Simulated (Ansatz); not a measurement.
Ansatz (a first-principles code) input (CCSD(T)/aug-cc-pV(D+d)Z):
A basis named .json is the Basis Set Exchange file of that set.

Ansatz 0.2 input:
```yaml
crystal:
  periodic: [false, false, false]
  atoms:
    - {symbol: B, position_ang: [-0.48456276, -0.21355520, 0.13127540]}
    - {symbol: Cl, position_ang: [-0.01628595, 1.61329123, 0.04373435]}
    - {symbol: Cl, position_ang: [0.98622766, -1.25249310, -0.30812413]}
    - {symbol: N, position_ang: [-1.67140770, -0.72183259, 0.45316849]}
    - {symbol: H, position_ang: [-2.36634143, -0.01296397, 0.66606988]}
basis:
  gaussian:
    orbitals: aug-cc-pV_D+d_Z.json
total_charge: -1
magnetization: {spin_polarized: false}
correlation: {method: ccsd_t, electrons: outside_noble_gas}
output: {forces: true}
```

Output:

```
Functional definition: HF
integrals: 0.21 GiB planned
1143 factors; integrals over basis functions are off by at most 8.6e-4 eV
mean field: 0.49 GiB planned
mean field evaluation 1: about -27177.5769 eV, gradient 3.5e1 eV
mean field evaluation 2: about -27177.6501 eV, gradient 3.6e1 eV
mean field evaluation 4: about -27180.8621 eV, gradient 2.9e0 eV
mean field evaluation 8: about -27180.9247 eV, gradient 4.6e-1 eV
mean field evaluation 16: about -27177.5781 eV, gradient 3.5e1 eV
mean field -27180.92617254 eV, -998.8806129475 hartree, gradient 7.2e-6 eV, S^2 0.000000; 0 other end points of the search recorded, 0 dependent functions left out
12 core orbitals not correlated
reference -27180.92617254 eV, -998.8806129475 hartree; 12, 12 occupied and 95, 95 virtual orbitals, 1143 factors
densities: 1.00 GiB planned
second order -15.69860563 eV of doubles, -0.00000000 eV of singles
coupled cluster: 0.59 GiB planned
cycle   1  -16.09348443 eV  change   -3.9e-1 eV  update   9.4e-2
cycle   2  -16.43657409 eV  change   -3.4e-1 eV  update   2.7e-2
cycle   3  -16.52691506 eV  change   -9.0e-2 eV  update   1.5e-2
cycle   4  -16.52364893 eV  change    3.3e-3 eV  update   3.8e-3
cycle   5  -16.52201204 eV  change    1.6e-3 eV  update   2.0e-3
cycle   6  -16.52234538 eV  change   -3.3e-4 eV  update   6.5e-4
cycle   7  -16.52235538 eV  change   -1.0e-5 eV  update   2.6e-4
cycle   8  -16.52233731 eV  change    1.8e-5 eV  update   9.7e-5
cycle   9  -16.52235628 eV  change   -1.9e-5 eV  update   3.8e-5
cycle  10  -16.52235794 eV  change   -1.7e-6 eV  update   1.3e-5
cycle  11  -16.52234716 eV  change    1.1e-5 eV  update   6.0e-6
perturbative correction -0.62277750 eV, -0.0228866510 hartree
the calculation of the forces begins
Total energy: -27198.07129721 eV, -999.5106846575 hartree
Atom 0 at    -0.484563    -0.213555     0.131275 Å, force     0.963455     0.498667    -0.259217 eV/Å
Atom 1 at    -0.016286     1.613291     0.043734 Å, force     0.026804     0.120641    -0.004621 eV/Å
Atom 2 at     0.986228    -1.252493    -0.308124 Å, force     0.105042    -0.096643    -0.031926 eV/Å
Atom 3 at    -1.671408    -0.721833     0.453168 Å, force    -0.827714    -0.850481     0.212454 eV/Å
Atom 4 at    -2.366341    -0.012964     0.666070 Å, force    -0.267586     0.327815     0.083310 eV/Å
Dipole moment:     0.362062     0.380494    -0.092727 e Å
```

It need not be the lowest isomer of its formula. Whether it binds its extra electron was not tested at this geometry.
